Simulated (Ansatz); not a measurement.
An input meant for the cluster CsBr₂⁻ (charge -1, singlet; atoms displaced at random, 0.15 Å in each coordinate).

```yaml
crystal:
  periodic: [false, false, false]
  atoms:
    - {symbol: Cs, position_ang: [0.193522, -0.322839, 0.053576]}
    - {symbol: Br, position_ang: [5.464312, 1.618814, 2.760303]}
    - {symbol: Br, position_ang: [-5.773762, -1.562631, -2.261563]}
basis:
  gaussian: {orbitals: def2-TZVPD}
total_charge: -1
hamiltonian: {xc: {name: HF}}
correlation: {method: ccsd_t}
```

```sh
$ ansatz run in.yaml --threads 4 --pin off --events-out ev --progress --plain --max-ram 3916MiB
```

Output, abridged:

```
Functional definition: HF
1010 factors; integrals over basis functions are off by at most 5.1e-4 eV
mean field evaluation 1: about -140541.6836 eV, gradient 8.5e0 eV
mean field evaluation 2: about -140541.6887 eV, gradient 8.6e0 eV
mean field evaluation 4: about -140542.0838 eV, gradient 1.2e0 eV
mean field evaluation 8: about -140542.0899 eV, gradient 2.7e-3 eV
mean field evaluation 16: about -140542.0867 eV, gradient 1.2e0 eV
mean field -140542.08986218 eV, -5164.8265395849 hartree, gradient 2.7e-6 eV, S^2 0.000000; 0 other end points of the search recorded, 0 dependent functions left out
18 core orbitals not correlated: weight in the atoms' cores, before any rotation towards them, 1.000 or more for the frozen orbitals, at most 0.000 for the correlated occupied ones
reference -140542.08986218 eV, -5164.8265395849 hartree; 22, 22 occupied and 106, 106 virtual orbitals, 1010 factors
second order -18.06693414 eV of doubles, -0.00000000 eV of singles
cycle   1  -18.19774763 eV  change   -1.3e-1 eV  update   6.5e-2
cycle   2  -18.53479928 eV  change   -3.4e-1 eV  update   1.6e-2
cycle   3  -18.55602358 eV  change   -2.1e-2 eV  update   8.1e-3
cycle   4  -18.54808876 eV  change    7.9e-3 eV  update   2.7e-3
cycle   5  -18.54730910 eV  change    7.8e-4 eV  update   1.9e-3
cycle   6  -18.54780608 eV  change   -5.0e-4 eV  update   8.4e-4
cycle   7  -18.54773535 eV  change    7.1e-5 eV  update   3.8e-4
cycle   8  -18.54754629 eV  change    1.9e-4 eV  update   1.9e-4
cycle   9  -18.54757835 eV  change   -3.2e-5 eV  update   7.9e-5
cycle  10  -18.54767500 eV  change   -9.7e-5 eV  update   3.3e-5
cycle  11  -18.54764617 eV  change    2.9e-5 eV  update   1.6e-5
perturbative correction -0.53472873 eV, -0.0196509183 hartree
Total energy: -140561.17223708 eV, -5165.5278039281 hartree
```

(1) What is wrong with this run?

## Answers

(1) The coordinates are in bohr but typed as ångström. The run converged. The result belongs to that input, not to the species as meant.
